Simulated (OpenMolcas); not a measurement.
Computed levels of B2+

| Property | Result |
| --- | --- |
| Program | OpenMolcas |
| Method | RASSCF |
| Basis | ANO-RCC-VTZP [4s3p2d1f] |
| Scalar Hamiltonian | DKH2, point nucleus |
| Active space | 1 electron in 9 orbitals (RAS2 2s 2p; RAS3 3d, at most 1 electron) |
| State averaging | 2S+1 = 2 even, 1 root; 2S+1 = 2 odd, 3 roots |
| Spin-orbit coupling | state interaction with AMFI integrals over the reference wave functions, term energies averaged over their components |

With spin-orbit coupling, above the lowest level:

```json
{"Configuration": "2s", "Term": "2S", "J": "1/2", "E (cm-1)": "0.0", "Measured (cm-1)": "0.0", "Term weight %": "100"}
{"Configuration": "2p", "Term": "2P*", "J": "1/2", "E (cm-1)": "49051", "Measured (cm-1)": "48358", "Term weight %": "100"}
{"Configuration": "2p", "Term": "2P*", "J": "3/2", "E (cm-1)": "49082", "Measured (cm-1)": "48393", "Term weight %": "100"}
```

Against the 2 measured excited levels shown (Moore, Atomic Energy Levels, vol. I, NSRDS-NBS 35 (1971 reprint of NBS Circular 467, 1949)) the mean absolute deviation is 690 cm-1; the largest miss in energy is 2p 2P* 1/2: computed 49051, measured 48358 cm-1 (+1.4 %).

With one active electron outside closed inactive shells, the extra shells (3d) add no correlation to the reference. With one active electron the reference holds no correlation, so core polarisation is missing. Measured partners are found by configuration, term and J. A level has none where our copy of the source lacks it or the pairing is in doubt (some pairs that miss far off the trend of their configuration count as doubtful), and it then counts in no deviation. Only configurations of the active space appear. The first state left out of the spin-orbit step lies near 220000 cm-1 above the lowest spin-free state of the reference (among the parities and spins computed), and the list stops at four fifths of that energy or lower.

The RASSCF and RASSI steps took 6.6 s on 1 thread of Arm Neoverse V2, on a shared host; the integral step is not counted.

The term weight is that of the spin-free term in the level, not the purity of its configuration. * marks odd parity.
